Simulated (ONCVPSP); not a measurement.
## Before and after: ONCV potential for vanadium

vanadium (V), optimised norm-conserving Vanderbilt (ONCV), made with ONCVPSP 4.0.1 (PBEsol, scalar-relativistic). Core [Ne], reference 3s2 3p6 3d3 4s1 (charge +1). Waves: 3s+4s: rc 1.70 bohr, ncon 4, nbas 7, qcut 7.6 1/bohr, 2 projectors; 3p: rc 1.10 bohr, ncon 3, nbas 7, qcut 7.1 1/bohr, 2 projectors, debl 3.6 Ha; 3d: rc 1.40 bohr, ncon 4, nbas 9, qcut 13.5 1/bohr, 1 projector. Local part: polynomial inside 0.80 bohr (lpopt 5, dvloc0 3 Ha). Core correction: none.

All-electron outer shells of the reference configuration (PBEsol, scalar-relativistic, ld1.x):

```
shell  level (eV)  outermost node (bohr)  outermost maximum (bohr)
   2p     -510.33                      –                      0.21
   3s      -77.64                   0.38                      0.82
   3p      -51.56                   0.35                      0.84
   3d      -12.65                      –                      0.90
   4s      -10.90                   1.17                      2.59
```

Change: s: qcut 5.9.

Cutoffs: the cutoffs (Ha) at which the residual kinetic energy of the hardest occupied pseudo-wave falls to 1 and 0.1 mHa per electron; they do not see the model core or the augmentation charge, which bear on the density cutoff. Errors are all-electron minus pseudo energies relative to the spin-unpolarised reference configuration.

Task: Predict the effect on cutoff, ghosts and configuration errors.

Result: The potential gets neither clearly harder nor softer (55 Ha and 65 Ha → 55 Ha and 65 Ha); the d channel sets the loose cutoff, while the largest relative change is in s, which becomes softer; the errors of the 4 common tests hardly move; neither file shows a bound ghost.

```csv
quantity,base,changed
"cutoff, loose",55 Ha,55 Ha
"cutoff, tight",65 Ha,65 Ha
loose cutoff by channel,"s 16 Ha, p 22 Ha, d 55 Ha","s 8.4 Ha, p 22 Ha, d 55 Ha"
bound ghosts,none,none
GHOST(+) flags under 300 eV,none,none
"error for 3s2 3p6 3d3 4s2, meV [ΔE -7.75 eV]",+0.9,+0.9
"error for 3s2 3p6 3d3 4s0, meV [ΔE 14.20 eV]",-0.5,-0.6
"error for 3s2 3p6 3d2 4s0, meV [ΔE 43.05 eV]",+6.3,+5.8
"error for 3s2 3p6 3d2 4s2, meV [ΔE 3.25 eV]",+20,+21
s: phases at 1.73 bohr within 0.05 rad from the reference energy up to (Ha; the scan ends near 5),to the end of the scan,4.9
p: phases at 1.12 bohr within 0.05 rad from the reference energy up to (Ha; the scan ends near 5),to the end of the scan,to the end of the scan
d: phases at 1.43 bohr within 0.05 rad from the reference energy up to (Ha; the scan ends near 5),2.4,2.4
```
